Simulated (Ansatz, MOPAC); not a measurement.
Complex: HF (SMILES F) (first 2 atoms) with C3H8 (SMILES CCC); geometry from B3LYP-D3(BJ)/def2-TZVP.
(charge 0, multiplicity 1):
```xyz
13

F     -0.3619     0.0912     0.3687
H     -0.4978     0.3562     1.2480
C      0.7964    -1.0920     3.5455
C      0.0565    -0.0453     4.3744
C     -0.7561     0.9222     3.5178
H      1.3691    -1.7700     4.1802
H      0.1005    -1.6963     2.9584
H      1.4941    -0.6231     2.8472
H      0.7737     0.5217     4.9742
H     -0.6100    -0.5434     5.0839
H     -1.2809     1.6651     4.1204
H     -0.1063     1.4768     2.8316
H     -1.5205     0.3875     2.9428
```

Interaction energies are E(AB) − E(A) − E(B) at the monomers' geometry in the complex; basis-set methods are counterpoise corrected.

Correlated levels freeze the cores. The state that AM1 reach isn't checked.

Run with Ansatz (Gaussian basis) for Hartree–Fock, density functionals and correlated methods; MOPAC for AM1 (differences of heats of formation). 

Question: One of these levels gives -81.6 meV for the interaction energy. Which one is it?
A. AM1
B. PBE/def2-TZVPPD
C. SCS-MP2/aug-cc-pVDZ

Answer: B, PBE/def2-TZVPPD. The others give -14.2 (AM1), -39.2 (SCS-MP2/aug-cc-pVDZ)

Ansatz is a program for electronic structure.
